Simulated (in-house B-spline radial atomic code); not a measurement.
Inner-shell binding energies (edges) and X-ray emission energies of free atoms and ions, as differences of relaxed hole-state energies with first-order Breit, QED and recoil terms, without correlation or multiplet splittings, in NIST's listed ground configurations. For neutral atoms such line energies lie within some 1 to 5 eV of tabulated X-ray lines (up to 20 eV for the heaviest). Removing outer electrons raises all edges nearly alike, so lines move far less than edges. K = 1s, L2 = 2p1/2, L3 = 2p3/2. A dash marks a subshell that is part filled or wasn't run, or a line left out. Computed with an all-electron radial atomic-structure program (B-spline basis): Dirac-Hartree-Fock, average of the configuration, finite nuclei.

```
ion      configuration  K edge (eV)  K-L3 (eV)  K-L2 (eV)
  W  [Xe] 4f14 5d4 6s2      69528.4    59314.8    57977.3
W2+      [Xe] 4f14 5d4      69545.9    59314.9    57977.4
W3+      [Xe] 4f14 5d3            ?          ?          ?
W4+      [Xe] 4f14 5d2      69575.6    59314.8    57977.3
W5+      [Xe] 4f14 5d1            ?          ?          ?
W6+          [Xe] 4f14      69610.2    59314.6    57977.1
W7+          [Xe] 4f13      69641.1    59313.5    57976.2
```

Task: Fill in the row of W3+.

Result: K edge (eV): 69560.1; K-L3 (eV): 59314.8; K-L2 (eV): 57977.4.

Task: Fill in the row of W5+.

Result: K edge (eV): 69592.3; K-L3 (eV): 59314.7; K-L2 (eV): 57977.2.
